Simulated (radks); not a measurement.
Results of a calculation; reference values are marked as such.
Fractional charge and spin in the 3s shell of argon: the spin-up occupation runs from 0 to 1 and the spin-down occupation from 0 to 1; the fullest corner is Ar3+, [Ne] 3p(up 1.5, down 1.5) 3s(up 1, down 1). Level of theory: non-relativistic Kohn-Sham, LDA (Slater exchange, Perdew-Wang correlation), spin-polarised, spherical densities, point nucleus (a radial shooting solver on a logarithmic mesh with Libxc functionals). Energy (eV) minus the two flat planes that join the four corners (they meet along the diagonal where the two added fractions sum to one electron); zero is where a piecewise linear energy would lie.

down \ up       0    0.25     0.5    0.75       1
0           0.000  -1.544  -2.056  -1.540   0.000
0.25       -1.544  -1.942  -1.320   0.316  -1.461
0.5        -2.056  -1.320   0.421  -1.260  -1.945
0.75       -1.540   0.316  -1.260  -1.848  -1.456
1           0.000  -1.461  -1.945  -1.456   0.000

Corners above the fullest one (they belong to Ar4+ and the next ion): (up 1, down 0) 72.936 eV, (up 0, down 1) 72.936 eV, (up 0, down 0) 163.57 eV. With half an added electron in each spin the energy lies 0.421 eV from the planes, and with half an added electron in spin up alone -2.056 eV. The planes are only a guide here: the flat-plane condition holds for ground states with one frontier orbital, while this shell lies below other occupied shells, so the corners above the fullest one are inner-hole states and not the ground states of those ions.
